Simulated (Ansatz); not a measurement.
Program: Ansatz. Geometries: PBE0-D4/def2-TZVP. ΔE: electronic, gas phase. CCSD(T)/CBS adds triple-zeta CCSD(T) − MP2 to the extrapolated MP2 energy (def2 sets, frozen cores). This one scheme is used for every species. Functionals use def2-TZVPP. B3LYP here is the variant with VWN-RPA as its local correlation; programs differ in this. Triplets are unrestricted, without spin–orbit coupling. For Ge outer-core shells are correlated without core-valence functions, which leaves a few kJ/mol of doubt a bond. Scalar relativity is left out up to krypton. Each species was taken in one conformer, which may not be the lowest.

`B[CH2][GeH2][CH3]` → `B[CH2][GeH3]` + `[CH2]` (triplet)  (formal loss of a carbene)

```tsv
level	ΔE (kJ/mol)
B3LYP-D4	457.6
ωB97X-V	475.6
SCS-MP2/def2-TZVPP	471.4
CCSD(T)/def2-TZVPP	458.7
```

Question: What does CCSD(T)/CBS give? (Best estimate.)

Answer: Computed: +469.2 kJ/mol. The listed levels differ from it by -11.6, 6.4, 2.2, -10.5 kJ/mol.

Largest T1 diagnostic among the species: 0.011.

In def2-TZVPP, CCSD(T) changes the Hartree–Fock value by +148.2 kJ/mol (the triples alone add +12.6 kJ/mol) and MP2 by +164.5 kJ/mol. The D4 term adds +10.5 kJ/mol with B3LYP and +5.8 kJ/mol with PBE0; it sums over pairs of atoms, weighted by their polarisabilities, and B3LYP, whose exchange is more repulsive, gets the larger term. From PBE to PBE0 (25 % exact exchange), in def2-TZVPP and without D4, ΔE moves by −8.3 kJ/mol.
